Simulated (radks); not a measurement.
W2+, 72 electrons, occupied as [Xe] 4f14 5d4. Method: non-relativistic Kohn-Sham, LDA (Slater exchange, Perdew-Wang correlation), spin-unpolarised, spherical densities, point nucleus; relativity is left out, which matters for an element this heavy; computed with a radial shooting solver on a logarithmic mesh with Libxc functionals.

Radial electron density D(r) = 4 pi r^2 rho(r):

```
   r/bohr * D(r) (the largest magnitude, 131, reaches the edge; | marks zero)
 0.001208 | *
 0.001406 | *
 0.001624 |  *
 0.001876 |   *
 0.002166 |    *
 0.002502 |      *
 0.002889 |       *
 0.003337 |         *
 0.003854 |            *
 0.004451 |               *
 0.005181 |                  *
 0.005984 |                      *
  0.00691 |                         *
 0.007981 |                             *
 0.009217 |                                 *
  0.01064 |                                    *
  0.01229 |                                      *
   0.0142 |                                       *
   0.0164 |                                       *
  0.01909 |                                      *
  0.02204 |                                    *
  0.02546 |                                   *
   0.0294 |                                    *
  0.03395 |                                      *
  0.03921 |                                          *
  0.04529 |                                               *
   0.0523 |                                                   *
   0.0604 |                                                      *
  0.07032 |                                                     *
  0.08121 |                                                  *
  0.09379 |                                             *
   0.1083 |                                           *
   0.1251 |                                             *
   0.1445 |                                                *
   0.1668 |                                                  *
   0.1927 |                                              *
   0.2225 |                                      *
   0.2591 |                              *
   0.2992 |                          *
   0.3455 |                           *
    0.399 |                              *
   0.4608 |                              *
   0.5322 |                          *
   0.6146 |                   *
   0.7098 |             *
   0.8198 |        *
   0.9543 |      *
    1.102 |     *
    1.273 |    *
     1.47 |   *
    1.698 |  *
    1.961 | *
    2.264 |*
    2.615 *
     3.02 *
    3.516 *
     4.06 *
    4.689 *
    5.416 *
    6.254 *
```

D(r) has 4 maxima, at r = 0.0153, 0.0629, 0.163, 0.429 bohr, and minima at 0.0267, 0.109, 0.306 bohr, inside which lie 1.94, 11.40, 30.29 electrons.
